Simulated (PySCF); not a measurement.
Molfile (atoms numbered from 1):
```
C8H13N
     RDKit          3D

 22 22  0  0  0  0  0  0  0  0999 V2000
    3.0072    1.6312   -0.6699 C   0  0  0  0  0  0  0  0  0  0  0  0
    2.0145    0.9718   -0.0657 C   0  0  0  0  0  0  0  0  0  0  0  0
    1.0857    0.0434   -0.7432 C   0  0  0  0  0  0  0  0  0  0  0  0
    1.5315   -0.8217   -1.6882 C   0  0  0  0  0  0  0  0  0  0  0  0
   -0.2194    0.0941   -0.3134 N   0  0  0  0  0  0  0  0  0  0  0  0
   -0.7957    1.2033    0.4289 C   0  0  0  0  0  0  0  0  0  0  0  0
   -2.2896    1.0923    0.1361 C   0  0  0  0  0  0  0  0  0  0  0  0
   -2.4860   -0.4052   -0.0806 C   0  0  0  0  0  0  0  0  0  0  0  0
   -1.2258   -0.7964   -0.8420 C   0  0  0  0  0  0  0  0  0  0  0  0
    3.6871    2.2726   -0.1035 H   0  0  0  0  0  0  0  0  0  0  0  0
    3.1680    1.5477   -1.7486 H   0  0  0  0  0  0  0  0  0  0  0  0
    1.8601    1.1110    1.0111 H   0  0  0  0  0  0  0  0  0  0  0  0
    2.5960   -0.8695   -1.9133 H   0  0  0  0  0  0  0  0  0  0  0  0
    0.8665   -1.5076   -2.2136 H   0  0  0  0  0  0  0  0  0  0  0  0
   -0.6023    1.1112    1.5161 H   0  0  0  0  0  0  0  0  0  0  0  0
   -0.3754    2.1697    0.1062 H   0  0  0  0  0  0  0  0  0  0  0  0
   -2.9132    1.5081    0.9407 H   0  0  0  0  0  0  0  0  0  0  0  0
   -2.5301    1.6392   -0.7903 H   0  0  0  0  0  0  0  0  0  0  0  0
   -3.4081   -0.6531   -0.6256 H   0  0  0  0  0  0  0  0  0  0  0  0
   -2.5187   -0.9285    0.8891 H   0  0  0  0  0  0  0  0  0  0  0  0
   -0.9364   -1.8512   -0.6907 H   0  0  0  0  0  0  0  0  0  0  0  0
   -1.3551   -0.6541   -1.9356 H   0  0  0  0  0  0  0  0  0  0  0  0
  1  2  2  0
  2  3  1  0
  3  4  2  0
  3  5  1  0
  5  6  1  0
  6  7  1  0
  7  8  1  0
  8  9  1  0
  9  5  1  0
  1 10  1  0
  1 11  1  0
  2 12  1  0
  4 13  1  0
  4 14  1  0
  6 15  1  0
  6 16  1  0
  7 17  1  0
  7 18  1  0
  8 19  1  0
  8 20  1  0
  9 21  1  0
  9 22  1  0
M  END
```

Geometry: PBE0-D3(BJ)/def2-SVP; GIAO shifts from PySCF, gas phase, non-relativistic, averaged over equivalent atoms.

At wB97X-D/pcSseg-1 (218 basis functions, 3 min wall time (100 s CPU) on 1 thread of an x86-64 server CPU, shared host):
```tsv
atoms	δ (ppm)
C3	157.3
C2	146.0
C1	124.5
C4	81.7
C6/C9	48.9
C7/C8	28.6
N5	89.7
H12	6.42
H11	5.87
H10	5.26
H13	4.01
H14	3.42
H15/H16/H21/H22	2.92
H17/H18/H19/H20	1.71
```

Chemical shifts δ = σref − σ; 13C (σ = 184.54 ppm) and 1H (σ = 31.38 ppm) vs TMS; 15N (σ = 263.98 ppm) vs NH3, all at this level.

What do these become at PBE0/pcSseg-1?

## Answers


```json
{"atoms": "C3", "δ at PBE0/pcSseg-1": "155.3", "change": "-2.0"}
{"atoms": "C2", "δ at PBE0/pcSseg-1": "145.4", "change": "-0.6"}
{"atoms": "C1", "δ at PBE0/pcSseg-1": "123.1", "change": "-1.4"}
{"atoms": "C4", "δ at PBE0/pcSseg-1": "81.2", "change": "-0.5"}
{"atoms": "C6/C9", "δ at PBE0/pcSseg-1": "49.2", "change": "+0.3"}
{"atoms": "C7/C8", "δ at PBE0/pcSseg-1": "29.0", "change": "+0.4"}
{"atoms": "N5", "δ at PBE0/pcSseg-1": "96.1", "change": "+6.4"}
{"atoms": "H12", "δ at PBE0/pcSseg-1": "6.48", "change": "+0.06"}
{"atoms": "H11", "δ at PBE0/pcSseg-1": "5.85", "change": "-0.02"}
{"atoms": "H10", "δ at PBE0/pcSseg-1": "5.22", "change": "-0.04"}
{"atoms": "H13", "δ at PBE0/pcSseg-1": "4.04", "change": "+0.03"}
{"atoms": "H14", "δ at PBE0/pcSseg-1": "3.39", "change": "-0.03"}
{"atoms": "H15/H16/H21/H22", "δ at PBE0/pcSseg-1": "2.99", "change": "+0.07"}
{"atoms": "H17/H18/H19/H20", "δ at PBE0/pcSseg-1": "1.75", "change": "+0.04"}
```

Shifts are taken against calculated references (same method and geometry level): 13C (σ = 184.41 ppm), 1H (σ = 31.27 ppm) against TMS; 15N (σ = 265.67 ppm) against NH3.

The largest change is at N5 (enamine nitrogen). Cost: 218 basis functions, 2.1 min wall time (87 s CPU) on 1 thread of an x86-64 server CPU, shared host. The order of the carbon signals is the same at both levels.

Experimental scales use liquid or dissolved standards, which lie at an offset from isolated NH3 (liquid NH3: subtract about 20 ppm).
